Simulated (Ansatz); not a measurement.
Ansatz (a quantum-chemistry and plane-wave program) input for In(CF3)(F)2 (CF₅In), SMILES [F][In]([F])[C](F)(F)F, r2SCAN-D4/def2-SVP. 

Ansatz 0.2 input:
```yaml
crystal:
  periodic: [false, false, false]
  atoms:
    - {symbol: In, position_ang: [-0.01731173, 0.19831260, 0.67988160]}
    - {symbol: C, position_ang: [0.04919226, -0.42736765, -1.54031516]}
    - {symbol: F, position_ang: [-0.88347164, 0.22046128, -2.21580440]}
    - {symbol: F, position_ang: [-0.16787775, -1.72850845, -1.63913757]}
    - {symbol: F, position_ang: [1.23503811, -0.14477145, -2.05657015]}
    - {symbol: F, position_ang: [-1.09457702, 1.76236776, 1.24440602]}
    - {symbol: F, position_ang: [0.97234616, -0.90433926, 1.99240525]}
basis:
  gaussian:
    orbitals: def2-SVP
hamiltonian:
  xc: r2scan
  dispersion: d4
relax: {f_tol: 0.002, max_steps: 200}
```

Log of the run:

```
WARN ansatz: RAYON_NUM_THREADS=1 ignored (pool sized by the plan → 1); use --threads N
Functional definition: r2SCAN
integrals: 0.06 GiB planned
1214 factors; their error is unknown
mean field: 0.31 GiB planned
mean field evaluation 1: about -19773.4975 eV, gradient 6.4e1 eV
mean field evaluation 2: about -19705.4068 eV, gradient 2.0e2 eV
mean field evaluation 4: about -19779.9179 eV, gradient 1.3e1 eV
mean field evaluation 8: about -19780.3005 eV, gradient 2.1e-1 eV
mean field evaluation 16: about -19780.2438 eV, gradient 5.6e-4 eV
mean field -19780.24384380 eV, -726.9105537287 hartree, gradient 2.5e-5 eV, S^2 0.000000; 0 other end points of the search recorded, 0 dependent functions left out
the calculation of the forces begins
reference -19780.24386074 eV, -726.9105543513 hartree; 36, 36 occupied and 74, 74 virtual orbitals, 1214 factors
relax step   1: F+E_penalty+E_count = -19780.27765602 eV  Δ(F+E_penalty+E_count) = +0.000e0 eV  max|allowed force component| = 1.596e0 eV/Å  Δτ_max = 0.0000 Å  (29 SCF iters, accepted)
these checks for a lower state are left out or cut short: starts, cluster_reference, orbital_swaps, neighbouring_geometries, increment
integrals: 0.06 GiB planned
1214 factors; their error is unknown
mean field: 0.31 GiB planned
mean field -19780.32908970 eV, -726.9136864579 hartree, gradient 1.2e-5 eV, S^2 0.000000; 0 other end points of the search recorded, 0 dependent functions left out
the calculation of the forces begins
reference -19780.32910681 eV, -726.9136870867 hartree; 36, 36 occupied and 74, 74 virtual orbitals, 1214 factors
relax step   2: F+E_penalty+E_count = -19780.36268968 eV  Δ(F+E_penalty+E_count) = -8.503e-2 eV  max|allowed force component| = 4.495e-1 eV/Å  Δτ_max = 0.0741 Å  (31 SCF iters, accepted)
these checks for a lower state are left out or cut short: starts, cluster_reference, orbital_swaps, neighbouring_geometries, increment
integrals: 0.06 GiB planned
1214 factors; their error is unknown
mean field: 0.31 GiB planned
mean field evaluation 32: about -19780.3445 eV, gradient 1.8e-5 eV
mean field -19780.34445835 eV, -726.9142512452 hartree, gradient 1.8e-5 eV, S^2 0.000000; 0 other end points of the search recorded, 0 dependent functions left out
the calculation of the forces begins
reference -19780.34447537 eV, -726.9142518709 hartree; 36, 36 occupied and 74, 74 virtual orbitals, 1214 factors
relax step   3: F+E_penalty+E_count = -19780.37798265 eV  Δ(F+E_penalty+E_count) = -1.529e-2 eV  max|allowed force component| = 1.431e-1 eV/Å  Δτ_max = 0.0738 Å  (31 SCF iters, accepted)
these checks for a lower state are left out or cut short: starts, cluster_reference, orbital_swaps, neighbouring_geometries, increment
integrals: 0.06 GiB planned
1214 factors; their error is unknown
mean field: 0.31 GiB planned
mean field -19780.34514432 eV, -726.9142764542 hartree, gradient 2.5e-5 eV, S^2 0.000000; 0 other end points of the search recorded, 0 dependent functions left out
the calculation of the forces begins
reference -19780.34516136 eV, -726.9142770803 hartree; 36, 36 occupied and 74, 74 virtual orbitals, 1214 factors
relax step   4: F+E_penalty+E_count = -19780.37865733 eV  Δ(F+E_penalty+E_count) = -6.747e-4 eV  max|allowed force component| = 2.606e-2 eV/Å  Δτ_max = 0.0079 Å  (31 SCF iters, accepted)
these checks for a lower state are left out or cut short: starts, cluster_reference, orbital_swaps, neighbouring_geometries, increment
integrals: 0.06 GiB planned
1214 factors; their error is unknown
mean field: 0.31 GiB planned
mean field -19780.34519777 eV, -726.9142784186 hartree, gradient 2.4e-5 eV, S^2 0.000000; 0 other end points of the search recorded, 0 dependent functions left out
the calculation of the forces begins
reference -19780.34521481 eV, -726.9142790447 hartree; 36, 36 occupied and 74, 74 virtual orbitals, 1214 factors
relax step   5: F+E_penalty+E_count = -19780.37870501 eV  Δ(F+E_penalty+E_count) = -4.767e-5 eV  max|allowed force component| = 7.909e-3 eV/Å  Δτ_max = 0.0051 Å  (31 SCF iters, accepted)
these checks for a lower state are left out or cut short: starts, cluster_reference, orbital_swaps, neighbouring_geometries, increment
integrals: 0.06 GiB planned
1214 factors; their error is unknown
mean field: 0.31 GiB planned
mean field -19780.34519989 eV, -726.9142784965 hartree, gradient 1.6e-5 eV, S^2 0.000000; 0 other end points of the search recorded, 0 dependent functions left out
the calculation of the forces begins
reference -19780.34521693 eV, -726.9142791226 hartree; 36, 36 occupied and 74, 74 virtual orbitals, 1214 factors
relax step   6: F+E_penalty+E_count = -19780.37870884 eV  Δ(F+E_penalty+E_count) = -3.829e-6 eV  max|allowed force component| = 2.391e-4 eV/Å  Δτ_max = 0.0024 Å  (25 SCF iters, accepted)
these checks for a lower state are left out or cut short: starts, cluster_reference, orbital_swaps, neighbouring_geometries, increment
integrals: 0.06 GiB planned
1214 factors; their error is unknown
mean field: 0.32 GiB planned
mean field -19780.34520051 eV, -726.9142785191 hartree, gradient 1.3e-5 eV, S^2 0.000000; 0 other end points of the search recorded, 0 dependent functions left out
the calculation of the forces begins
reference -19780.34521754 eV, -726.9142791451 hartree; 36, 36 occupied and 74, 74 virtual orbitals, 1214 factors
relax step   7: F+E_penalty+E_count = -19780.37870995 eV  Δ(F+E_penalty+E_count) = -1.117e-6 eV  max|allowed force component| = 2.217e-3 eV/Å  Δτ_max = 0.0021 Å  (24 SCF iters, accepted)
these checks for a lower state are left out or cut short: starts, cluster_reference, orbital_swaps, neighbouring_geometries, increment
integrals: 0.06 GiB planned
1214 factors; their error is unknown
mean field: 0.32 GiB planned
mean field evaluation 64: about -19780.3452 eV, gradient 5.2e-4 eV
mean field -19780.34520167 eV, -726.9142785619 hartree, gradient 2.4e-5 eV, S^2 0.000000; 0 other end points of the search recorded, 0 dependent functions left out
the calculation of the forces begins
reference -19780.34521871 eV, -726.9142791880 hartree; 36, 36 occupied and 74, 74 virtual orbitals, 1214 factors
relax step   8: F+E_penalty+E_count = -19780.37871134 eV  Δ(F+E_penalty+E_count) = -1.388e-6 eV  max|allowed force component| = 3.387e-3 eV/Å  Δτ_max = 0.0036 Å  (32 SCF iters, accepted)
these checks for a lower state are left out or cut short: starts, cluster_reference, orbital_swaps, neighbouring_geometries, increment
integrals: 0.06 GiB planned
1214 factors; their error is unknown
mean field: 0.32 GiB planned
mean field -19780.34520342 eV, -726.9142786262 hartree, gradient 2.5e-5 eV, S^2 0.000000; 0 other end points of the search recorded, 0 dependent functions left out
the calculation of the forces begins
reference -19780.34522046 eV, -726.9142792522 hartree; 36, 36 occupied and 74, 74 virtual orbitals, 1214 factors
relax step   9: F+E_penalty+E_count = -19780.37871295 eV  Δ(F+E_penalty+E_count) = -1.611e-6 eV  max|allowed force component| = 2.923e-3 eV/Å  Δτ_max = 0.0066 Å  (30 SCF iters, accepted)
these checks for a lower state are left out or cut short: starts, cluster_reference, orbital_swaps, neighbouring_geometries, increment
integrals: 0.06 GiB planned
1214 factors; their error is unknown
mean field: 0.31 GiB planned
mean field -19780.34520416 eV, -726.9142786533 hartree, gradient 2.4e-5 eV, S^2 0.000000; 0 other end points of the search recorded, 0 dependent functions left out
the calculation of the forces begins
reference -19780.34522119 eV, -726.9142792793 hartree; 36, 36 occupied and 74, 74 virtual orbitals, 1214 factors
relax step  10: F+E_penalty+E_count = -19780.37871331 eV  Δ(F+E_penalty+E_count) = -3.561e-7 eV  max|allowed force component| = 2.538e-3 eV/Å  Δτ_max = 0.0053 Å  (31 SCF iters, accepted)
these checks for a lower state are left out or cut short: starts, cluster_reference, orbital_swaps, neighbouring_geometries, increment
integrals: 0.06 GiB planned
1214 factors; their error is unknown
mean field: 0.31 GiB planned
mean field -19780.34520528 eV, -726.9142786944 hartree, gradient 1.0e-5 eV, S^2 0.000000; 0 other end points of the search recorded, 0 dependent functions left out
the calculation of the forces begins
reference -19780.34522231 eV, -726.9142793204 hartree; 36, 36 occupied and 74, 74 virtual orbitals, 1214 factors
relax step  11: F+E_penalty+E_count = -19780.37871413 eV  Δ(F+E_penalty+E_count) = -8.264e-7 eV  max|allowed force component| = 1.335e-3 eV/Å  Δτ_max = 0.0020 Å  (24 SCF iters, accepted)
integrals: 0.06 GiB planned
1214 factors; their error is unknown
mean field: 0.31 GiB planned
mean field evaluation 96: about -19780.3970 eV, gradient 3.6e-2 eV
mean field -19780.34520528 eV, -726.9142786944 hartree, gradient 1.0e-5 eV, S^2 0.000000; 1 other end points of the search recorded, 0 dependent functions left out
the calculation of the forces begins
reference -19780.34522231 eV, -726.9142793204 hartree; 36, 36 occupied and 74, 74 virtual orbitals, 1214 factors
Total energy: -19780.37873117 eV, -726.9155107482 hartree
Atom 0 at    -0.026952     0.156752     0.608191 Å, force    -0.000363     0.000419    -0.000321 eV/Å
Atom 1 at     0.037941    -0.424599    -1.524034 Å, force    -0.000001    -0.000461    -0.000929 eV/Å
Atom 2 at    -0.898898     0.211481    -2.235298 Å, force     0.001335    -0.000755     0.000976 eV/Å
Atom 3 at    -0.155073    -1.741736    -1.667358 Å, force     0.000173     0.001227    -0.000087 eV/Å
Atom 4 at     1.233555    -0.122865    -2.050482 Å, force    -0.001285    -0.000252     0.000291 eV/Å
Atom 5 at    -0.998103     1.698666     1.303035 Å, force     0.000092    -0.000111     0.000090 eV/Å
Atom 6 at     0.900869    -0.801543     2.030812 Å, force     0.000049    -0.000067    -0.000020 eV/Å
Dipole moment:    -0.001834    -0.109617    -0.395272 e Å
```

The calculation finished and met its thresholds.

Cost: roughly 50 core-seconds.
